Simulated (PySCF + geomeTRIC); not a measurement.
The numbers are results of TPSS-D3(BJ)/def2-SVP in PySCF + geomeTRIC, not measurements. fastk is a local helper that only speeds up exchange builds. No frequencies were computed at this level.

```python
import json, numpy as np
from pyscf import gto, dft
from fastk import lowrank_exchange
atoms = """
Mo     0.069653     0.018401     0.098796
F     -1.276186     0.343388    -1.063123
F      1.129999     1.001121    -0.965775
F     -1.097080    -0.938391     1.071271
O      0.438975    -1.404338    -0.853084
H      0.470096    -2.117979    -1.493692
O     -0.421435     1.470764     0.944981
H     -0.855534     2.276026     1.234043
O      1.369820    -0.294402     1.222772
H      2.081416    -0.461694     1.842664
"""
def scf(charge, spin, dm0=None):
    mol = gto.M(atom=atoms, basis='def2-svp', ecp={'Mo': 'def2-svp'}, charge=charge, spin=spin, verbose=3, max_memory=10080)
    mf = dft.KS(mol, xc='tpss').density_fit(auxbasis="def2-universal-jkfit")
    mf.disp = 'd3bj'
    mf.grids.level = 3
    mf.conv_tol = 1e-8
    mf.max_cycle = 120
    mf.level_shift = 0.25
    mf.kernel(dm0)
    if not mf.converged:
        mf = mf.newton().run(mf.mo_coeff, mf.mo_occ).undo_soscf()
    return mf
mf = scf(0, 0)
from pyscf.geomopt.geometric_solver import kernel as optimize
path = []
done, mol = optimize(mf, maxsteps=120, assert_convergence=False, callback=lambda env: path.append((env["energy"], bool(env["g_scanner"].converged))))
res = dict(converged=bool(done and path[-1][1]), energy=path[-1][0], path=[e for e, c in path], xyz=mol.atom_coords(unit="Angstrom").tolist(), nao=mol.nao)
json.dump(res, open("result.json", "w"))
```

Output:

```
[...]
Geometry optimization cycle 18
converged SCF energy = -595.06545215838
cycle 18: E = -595.065452158  dE = -1.43786e-05  norm(grad) = 0.00112223
Geometry optimization cycle 19
converged SCF energy = -595.065462259856
cycle 19: E = -595.06546226  dE = -1.01015e-05  norm(grad) = 0.000729852
Geometry optimization cycle 20
converged SCF energy = -595.065469054811
cycle 20: E = -595.065469055  dE = -6.79495e-06  norm(grad) = 0.000954124
Geometry optimization cycle 21
converged SCF energy = -595.065474628901
cycle 21: E = -595.065474629  dE = -5.57409e-06  norm(grad) = 0.00110671
Geometry optimization cycle 22
converged SCF energy = -595.065481922996
cycle 22: E = -595.065481923  dE = -7.2941e-06  norm(grad) = 0.00109396
Geometry optimization cycle 23
converged SCF energy = -595.065491320405
cycle 23: E = -595.06549132  dE = -9.39741e-06  norm(grad) = 0.00100334
Geometry optimization cycle 24
converged SCF energy = -595.065505412918
cycle 24: E = -595.065505413  dE = -1.40925e-05  norm(grad) = 0.00120905
Geometry optimization cycle 25
converged SCF energy = -595.065527264933
cycle 25: E = -595.065527265  dE = -2.1852e-05  norm(grad) = 0.00161579
Geometry optimization cycle 26
converged SCF energy = -595.065578598099
cycle 26: E = -595.065578598  dE = -5.13332e-05  norm(grad) = 0.00232903
Geometry optimization cycle 27
converged SCF energy = -595.065630333092
cycle 27: E = -595.065630333  dE = -5.1735e-05  norm(grad) = 0.0059475
Geometry optimization cycle 28
converged SCF energy = -595.065733784667
cycle 28: E = -595.065733785  dE = -0.000103452  norm(grad) = 0.00343934
Geometry optimization cycle 29
converged SCF energy = -595.065908281341
cycle 29: E = -595.065908281  dE = -0.000174497  norm(grad) = 0.00410718
Geometry optimization cycle 30
converged SCF energy = -595.055511253249
cycle 30: E = -595.055511253  dE = 0.010397  norm(grad) = 0.0368768
Geometry optimization cycle 31
converged SCF energy = -595.065430510822
cycle 31: E = -595.065430511  dE = -0.00991926  norm(grad) = 0.0124081
Geometry optimization cycle 32
converged SCF energy = -595.06635401972
cycle 32: E = -595.06635402  dE = -0.000923509  norm(grad) = 0.00725825
Geometry optimization cycle 33
converged SCF energy = -595.066516967119
cycle 33: E = -595.066516967  dE = -0.000162947  norm(grad) = 0.00469453
Geometry optimization cycle 34
converged SCF energy = -595.066523327969
cycle 34: E = -595.066523328  dE = -6.36085e-06  norm(grad) = 0.00314508
Geometry optimization cycle 35
converged SCF energy = -595.066651246588
cycle 35: E = -595.066651247  dE = -0.000127919  norm(grad) = 0.00254635
Geometry optimization cycle 36
converged SCF energy = -595.066731978896
cycle 36: E = -595.066731979  dE = -8.07323e-05  norm(grad) = 0.00147105
Geometry optimization cycle 37
converged SCF energy = -595.066778124624
cycle 37: E = -595.066778125  dE = -4.61457e-05  norm(grad) = 0.00129728
Geometry optimization cycle 38
converged SCF energy = -595.066793736386
cycle 38: E = -595.066793736  dE = -1.56118e-05  norm(grad) = 0.00171421
Geometry optimization cycle 39
converged SCF energy = -595.066817788331
cycle 39: E = -595.066817788  dE = -2.40519e-05  norm(grad) = 0.00198768
Geometry optimization cycle 40
converged SCF energy = -595.066810027475
cycle 40: E = -595.066810027  dE = 7.76086e-06  norm(grad) = 0.0025599
Geometry optimization cycle 41
converged SCF energy = -595.066851234862
cycle 41: E = -595.066851235  dE = -4.12074e-05  norm(grad) = 0.00175997
Geometry optimization cycle 42
converged SCF energy = -595.066871060956
cycle 42: E = -595.066871061  dE = -1.98261e-05  norm(grad) = 0.000889844
Geometry optimization cycle 43
converged SCF energy = -595.066857925442
cycle 43: E = -595.066857925  dE = 1.31355e-05  norm(grad) = 0.00108075
Geometry optimization cycle 44
converged SCF energy = -595.066846772402
cycle 44: E = -595.066846772  dE = 1.1153e-05  norm(grad) = 0.00140121
Geometry optimization cycle 45
converged SCF energy = -595.066853735936
cycle 45: E = -595.066853736  dE = -6.96353e-06  norm(grad) = 0.00118316
Geometry optimization cycle 46
converged SCF energy = -595.066862643004
cycle 46: E = -595.066862643  dE = -8.90707e-06  norm(grad) = 0.000894079
Geometry optimization cycle 47
converged SCF energy = -595.066868882667
cycle 47: E = -595.066868883  dE = -6.23966e-06  norm(grad) = 0.000688494
Geometry optimization cycle 48
converged SCF energy = -595.066873558853
cycle 48: E = -595.066873559  dE = -4.67619e-06  norm(grad) = 0.000525356
Geometry optimization cycle 49
converged SCF energy = -595.066876998656
cycle 49: E = -595.066876999  dE = -3.4398e-06  norm(grad) = 0.000425135
Geometry optimization cycle 50
converged SCF energy = -595.066878235833
cycle 50: E = -595.066878236  dE = -1.23718e-06  norm(grad) = 0.00039813
Geometry optimization cycle 51
converged SCF energy = -595.066878837132
cycle 51: E = -595.066878837  dE = -6.01299e-07  norm(grad) = 0.000378941
<class 'geometric.internal.Distance'> : 9
<class 'geometric.internal.Angle'> : 3
<class 'geometric.internal.LinearAngle'> : 12
<class 'geometric.internal.OutOfPlane'> : 12
<class 'geometric.internal.TranslationX'> : 1
<class 'geometric.internal.TranslationY'> : 1
<class 'geometric.internal.TranslationZ'> : 1
<class 'geometric.internal.RotationA'> : 1
<class 'geometric.internal.RotationB'> : 1
<class 'geometric.internal.RotationC'> : 1
Step    0 : Gradient = 5.649e-02/8.148e-02 (rms/max) Energy = -595.0184677816
Step    1 : Displace = 1.005e-01/1.203e-01 (rms/max) Trust = 1.000e-01 (=) Grad = 9.111e-03/1.597e-02 (rms/max) E (change) = -595.0523977158 (-3.393e-02) Quality = 0.607
Step    2 : Displace = 3.704e-02/6.531e-02 (rms/max) Trust = 1.000e-01 (=) Grad = 4.770e-03/1.013e-02 (rms/max) E (change) = -595.0536352170 (-1.238e-03) Quality = 1.058
Step    3 : Displace = 1.282e-01/2.826e-01 (rms/max) Trust = 1.414e-01 (+) Grad = 2.363e-02/4.427e-02 (rms/max) E (change) = -595.0524631586 (+1.172e-03) Quality = -0.333
Step    4 : Displace = 5.158e-02/9.437e-02 (rms/max) Trust = 6.409e-02 (-) Grad = 9.988e-03/1.909e-02 (rms/max) E (change) = -595.0574687922 (-5.006e-03) Quality = 1.122
Step    5 : Displace = 8.962e-02/1.793e-01 (rms/max) Trust = 9.063e-02 (+) Grad = 8.212e-03/1.441e-02 (rms/max) E (change) = -595.0567602870 (+7.085e-04) Quality = -0.172
Step    6 : Displace = 4.199e-02/8.701e-02 (rms/max) Trust = 4.481e-02 (-) Grad = 4.683e-03/7.535e-03 (rms/max) E (change) = -595.0598827345 (-3.122e-03) Quality = 1.029
Step    7 : Displace = 6.445e-02/1.157e-01 (rms/max) Trust = 6.337e-02 (+) Grad = 4.517e-03/6.711e-03 (rms/max) E (change) = -595.0617086781 (-1.826e-03) Quality = 0.705
Step    8 : Displace = 6.747e-02/1.250e-01 (rms/max) Trust = 6.337e-02 (=) Grad = 3.864e-03/6.525e-03 (rms/max) E (change) = -595.0636529028 (-1.944e-03) Quality = 0.744
Step    9 : Displace = 6.434e-02/1.363e-01 (rms/max) Trust = 6.337e-02 (=) Grad = 2.586e-03/6.359e-03 (rms/max) E (change) = -595.0649324822 (-1.280e-03) Quality = 1.032
Step   10 : Displace = 4.875e-02/1.024e-01 (rms/max) Trust = 8.962e-02 (+) Grad = 1.513e-03/3.280e-03 (rms/max) E (change) = -595.0652952010 (-3.627e-04) Quality = 0.950
Step   11 : Displace = 1.080e-02/1.916e-02 (rms/max) Trust = 1.267e-01 (+) Grad = 9.119e-04/1.964e-03 (rms/max) E (change) = -595.0653700386 (-7.484e-05) Quality = 1.265
Step   12 : Displace = 1.310e-02/1.870e-02 (rms/max) Trust = 1.792e-01 (+) Grad = 7.214e-04/1.789e-03 (rms/max) E (change) = -595.0654090329 (-3.899e-05) Quality = 0.542
Step   13 : Displace = 6.098e-03/1.197e-02 (rms/max) Trust = 1.792e-01 (=) Grad = 4.195e-04/7.254e-04 (rms/max) E (change) = -595.0654159511 (-6.918e-06) Quality = 0.472
Step   14 : Displace = 4.708e-03/6.711e-03 (rms/max) Trust = 1.792e-01 (=) Grad = 3.746e-04/7.077e-04 (rms/max) E (change) = -595.0654241559 (-8.205e-06) Quality = 0.402
Step   15 : Displace = 5.825e-03/9.999e-03 (rms/max) Trust = 1.792e-01 (=) Grad = 5.942e-04/1.538e-03 (rms/max) E (change) = -595.0654296686 (-5.513e-06) Quality = 0.250
Step   16 : Displace = 4.357e-03/8.364e-03 (rms/max) Trust = 1.792e-01 (=) Grad = 5.748e-04/1.412e-03 (rms/max) E (change) = -595.0654377798 (-8.111e-06) Quality = 0.608
Step   17 : Displace = 5.081e-03/7.408e-03 (rms/max) Trust = 1.792e-01 (=) Grad = 3.549e-04/6.293e-04 (rms/max) E (change) = -595.0654521584 (-1.438e-05) Quality = 0.945
Step   18 : Displace = 3.896e-03/5.781e-03 (rms/max) Trust = 2.535e-01 (+) Grad = 2.308e-04/3.918e-04 (rms/max) E (change) = -595.0654622599 (-1.010e-05) Quality = 1.315
Step   19 : Displace = 4.596e-03/7.011e-03 (rms/max) Trust = 3.000e-01 (+) Grad = 3.017e-04/6.332e-04 (rms/max) E (change) = -595.0654690548 (-6.795e-06) Quality = 1.121
Step   20 : Displace = 4.982e-03/7.919e-03 (rms/max) Trust = 3.000e-01 (=) Grad = 3.500e-04/6.899e-04 (rms/max) E (change) = -595.0654746289 (-5.574e-06) Quality = 1.032
Step   21 : Displace = 6.755e-03/9.720e-03 (rms/max) Trust = 3.000e-01 (=) Grad = 3.459e-04/5.702e-04 (rms/max) E (change) = -595.0654819230 (-7.294e-06) Quality = 0.995
Step   22 : Displace = 7.564e-03/1.119e-02 (rms/max) Trust = 3.000e-01 (=) Grad = 3.173e-04/5.222e-04 (rms/max) E (change) = -595.0654913204 (-9.397e-06) Quality = 1.156
Step   23 : Displace = 1.082e-02/1.776e-02 (rms/max) Trust = 3.000e-01 (=) Grad = 3.823e-04/7.908e-04 (rms/max) E (change) = -595.0655054129 (-1.409e-05) Quality = 1.269
Step   24 : Displace = 1.637e-02/2.940e-02 (rms/max) Trust = 3.000e-01 (=) Grad = 5.110e-04/1.119e-03 (rms/max) E (change) = -595.0655272649 (-2.185e-05) Quality = 1.451
Step   25 : Displace = 3.534e-02/6.810e-02 (rms/max) Trust = 3.000e-01 (=) Grad = 7.365e-04/1.060e-03 (rms/max) E (change) = -595.0655785981 (-5.133e-05) Quality = 1.709
Step   26 : Displace = 9.072e-02/1.887e-01 (rms/max) Trust = 3.000e-01 (=) Grad = 1.881e-03/3.084e-03 (rms/max) E (change) = -595.0656303331 (-5.173e-05) Quality = 0.713
Step   27 : Displace = 3.519e-02/6.556e-02 (rms/max) Trust = 3.000e-01 (=) Grad = 1.088e-03/1.660e-03 (rms/max) E (change) = -595.0657337847 (-1.035e-04) Quality = 1.047
Step   28 : Displace = 3.084e-02/7.322e-02 (rms/max) Trust = 3.000e-01 (=) Grad = 1.299e-03/2.062e-03 (rms/max) E (change) = -595.0659082813 (-1.745e-04) Quality = 1.909
Step   29 : Displace = 2.747e-01/7.262e-01 (rms/max) Trust = 3.000e-01 (=) Grad = 1.166e-02/2.304e-02 (rms/max) E (change) = -595.0555112532 (+1.040e-02) Quality = -9.390
Step   30 : Displace = 1.373e-01/3.405e-01 (rms/max) Trust = 1.373e-01 (x) Grad = 3.924e-03/9.467e-03 (rms/max) E (change) = -595.0654305108 (+4.778e-04) Quality = -0.674
Step   31 : Displace = 6.635e-02/1.479e-01 (rms/max) Trust = 6.865e-02 (-) Grad = 2.295e-03/4.825e-03 (rms/max) E (change) = -595.0663540197 (-9.235e-04) Quality = 0.753
Step   32 : Displace = 1.764e-02/2.871e-02 (rms/max) Trust = 9.708e-02 (+) Grad = 1.485e-03/3.285e-03 (rms/max) E (change) = -595.0665169671 (-1.629e-04) Quality = 1.295
Step   33 : Displace = 5.244e-02/9.271e-02 (rms/max) Trust = 1.373e-01 (+) Grad = 9.946e-04/2.173e-03 (rms/max) E (change) = -595.0665233280 (-6.361e-06) Quality = 0.031
Step   34 : Displace = 2.548e-02/4.526e-02 (rms/max) Trust = 2.622e-02 (-) Grad = 8.052e-04/1.655e-03 (rms/max) E (change) = -595.0666512466 (-1.279e-04) Quality = 1.091
Step   35 : Displace = 1.925e-02/3.412e-02 (rms/max) Trust = 3.708e-02 (+) Grad = 4.652e-04/7.698e-04 (rms/max) E (change) = -595.0667319789 (-8.073e-05) Quality = 1.190
Step   36 : Displace = 1.674e-02/2.864e-02 (rms/max) Trust = 5.244e-02 (+) Grad = 4.102e-04/7.010e-04 (rms/max) E (change) = -595.0667781246 (-4.615e-05) Quality = 1.051
Step   37 : Displace = 1.291e-02/1.844e-02 (rms/max) Trust = 7.417e-02 (+) Grad = 5.421e-04/8.584e-04 (rms/max) E (change) = -595.0667937364 (-1.561e-05) Quality = 0.472
Step   38 : Displace = 1.266e-02/2.616e-02 (rms/max) Trust = 7.417e-02 (=) Grad = 6.286e-04/1.007e-03 (rms/max) E (change) = -595.0668177883 (-2.405e-05) Quality = 0.618
Step   39 : Displace = 1.805e-02/3.760e-02 (rms/max) Trust = 7.417e-02 (=) Grad = 8.095e-04/1.526e-03 (rms/max) E (change) = -595.0668100275 (+7.761e-06) Quality = -0.125
Step   40 : Displace = 8.920e-03/1.631e-02 (rms/max) Trust = 9.023e-03 (-) Grad = 5.566e-04/1.203e-03 (rms/max) E (change) = -595.0668512349 (-4.121e-05) Quality = 1.136
Step   41 : Displace = 1.395e-02/2.491e-02 (rms/max) Trust = 1.276e-02 (+) Grad = 2.814e-04/5.024e-04 (rms/max) E (change) = -595.0668710610 (-1.983e-05) Quality = 0.244
Step   42 : Displace = 6.022e-03/1.016e-02 (rms/max) Trust = 6.380e-03 (-) Grad = 3.418e-04/5.585e-04 (rms/max) E (change) = -595.0668579254 (+1.314e-05) Quality = -0.332
Step   43 : Displace = 2.902e-03/4.893e-03 (rms/max) Trust = 3.011e-03 (-) Grad = 4.431e-04/7.252e-04 (rms/max) E (change) = -595.0668467724 (+1.115e-05) Quality = -0.189
Step   44 : Displace = 1.424e-03/2.742e-03 (rms/max) Trust = 1.451e-03 (-) Grad = 3.741e-04/6.443e-04 (rms/max) E (change) = -595.0668537359 (-6.964e-06) Quality = 0.864
Step   45 : Displace = 2.150e-03/4.128e-03 (rms/max) Trust = 2.052e-03 (+) Grad = 2.827e-04/4.786e-04 (rms/max) E (change) = -595.0668626430 (-8.907e-06) Quality = 0.716
Step   46 : Displace = 2.043e-03/3.778e-03 (rms/max) Trust = 2.052e-03 (=) Grad = 2.177e-04/3.287e-04 (rms/max) E (change) = -595.0668688827 (-6.240e-06) Quality = 0.533
Step   47 : Displace = 2.078e-03/3.578e-03 (rms/max) Trust = 2.052e-03 (=) Grad = 1.661e-04/2.628e-04 (rms/max) E (change) = -595.0668735589 (-4.676e-06) Quality = 0.363
Step   48 : Displace = 2.084e-03/3.314e-03 (rms/max) Trust = 2.052e-03 (=) Grad = 1.344e-04/2.170e-04 (rms/max) E (change) = -595.0668769987 (-3.440e-06) Quality = 0.229
Step   49 : Displace = 9.125e-04/1.549e-03 (rms/max) Trust = 1.026e-03 (-) Grad = 1.259e-04/2.029e-04 (rms/max) E (change) = -595.0668782358 (-1.237e-06) Quality = 0.171
Step   50 : Displace = 4.767e-04/8.375e-04 (rms/max) Trust = 4.563e-04 (-) Grad = 1.198e-04/1.939e-04 (rms/max) E (change) = -595.0668788371 (-6.013e-07) Quality = 0.149
Converged! =D
```

Cost: around 28 core-minutes (rough).
